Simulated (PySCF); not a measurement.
## Working out the ionisation energy of Ni

Ni [Ar] 3d8 4s2 (3F) → Ni+ [Ar] 3d9 (2D). Computed with PySCF 2.14 in Sapporo-DKH3-DZP-2012, with scalar relativity by spin-free X2C-1e. Frozen: [Ar]. Energies in hartree (1 hartree = 27.21139 eV):

```json
{"part": "UHF", "Ni (lower)": "-1519.062725", "Ni+ (upper)": "-1518.761816"}
{"part": "MP2 opposite-spin", "Ni (lower)": "-0.169235", "Ni+ (upper)": "-0.195084"}
{"part": "MP2 same-spin", "Ni (lower)": "-0.095678", "Ni+ (upper)": "-0.116159"}
```

Problem. What does Hartree-Fock give?

Solution. (-1518.761816) − (-1519.062725) = 0.300909 hartree = 8.188 eV.

Problem. What do MP2 and SCS-MP2 (6/5 opposite-spin, 1/3 same-spin) give?

Solution. The opposite-spin parts differ by -0.703 eV and the same-spin parts by -0.557 eV. MP2: 8.188 + (-0.703) + (-0.557) = 6.928 eV. SCS-MP2: 8.188 + 1.2 × (-0.703) + (-0.557)/3 = 7.159 eV.

Reference: 7.640 eV (measured; NIST Atomic Spectra Database, ionization energies), between the lowest levels; spin-orbit coupling is absent from the calculation.

A double-zeta basis recovers only part of the correlation energy.

What remains against the reference includes basis incompleteness, the frozen core and correlation beyond second order.
